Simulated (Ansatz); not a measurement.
Consider the β-hydride elimination: `C[O][AlH][O]C` → `C[O][AlH2]` + `C=O`.

Computed with Ansatz on PBE0-D4/def2-TZVP structures; ΔE is electronic, products minus reactants. CCSD(T)/CBS adds triple-zeta CCSD(T) − MP2 to the extrapolated MP2 energy (def2 sets, frozen cores). This one scheme is used for every species. Functionals use def2-TZVPP. One conformer a species, not always the lowest.

| level | ΔE (kJ/mol) |
| --- | --- |
| B97M-V | 231.1 |
| HF/CBS(def2) | 222.1 |

Question: What does CCSD(T)/CBS give? (Estimate.)

Answer: Computed: +242.9 kJ/mol. The listed levels differ from it by -11.8, -20.8 kJ/mol.

Largest T1 diagnostic among the species: 0.015.

In def2-TZVPP, CCSD(T) changes the Hartree–Fock value by +15.2 kJ/mol (the triples alone add −1.4 kJ/mol) and MP2 by +26.0 kJ/mol. The D4 term adds +10.4 kJ/mol with B3LYP and +5.9 kJ/mol with PBE0; it sums over pairs of atoms, weighted by their polarisabilities, and B3LYP, whose exchange is more repulsive, gets the larger term.

B3LYP here is the variant with VWN-RPA as its local correlation; programs differ in this.
